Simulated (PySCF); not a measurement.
**Ce³⁶⁺: ionisation energy**

Ce³⁶⁺ [Ar] 3d4 (5D) → Ce³⁷⁺ [Ar] 3d3 (4F), as a difference of total energies. Calculation: PySCF 2.14, in an even-tempered Gaussian basis (18 s from 6.2 bohr⁻², ratio 2.5; 12 p from 8.1 bohr⁻², ratio 2.5; 8 d from 8.1 bohr⁻², ratio 2.5; 4 f from 30 bohr⁻², ratio 2.7; 3 g from 46 bohr⁻², ratio 2.7); scalar relativity by spin-free X2C-1e. Correlated levels: outer shells: [Ne] frozen; virtual orbitals above 40 to 60 times the deepest correlated orbital energy dropped. The calculations carry no spin-orbit coupling.

```
            method  ionisation energy (eV)
               UHF                  2493.9
               LDA                  2493.7
               PBE                  2492.8
              PBE0                  2493.5
            r2SCAN                  2492.7
              BLYP                  2492.6
MP2 (outer shells)                  2494.4
```

Q: Estimate what SCS-MP2 (outer shells) gives.

A: 2493.9 eV, closest to UHF among the rows shown.

Q: Estimate what BHandHLYP gives.

A: 2494.0 eV, closest to UHF among the rows shown.

Spin-orbit coupling is strong in these open shells (close to jj coupling). The scalar numbers leave it out and a first-order estimate fails, so it can dominate the gap to the real levels.

Breit and QED terms and the two-electron picture change are absent.

For comparison: 2500 ± 5 eV (theoretical estimate listed by NIST; NIST Atomic Spectra Database, ionization energies).
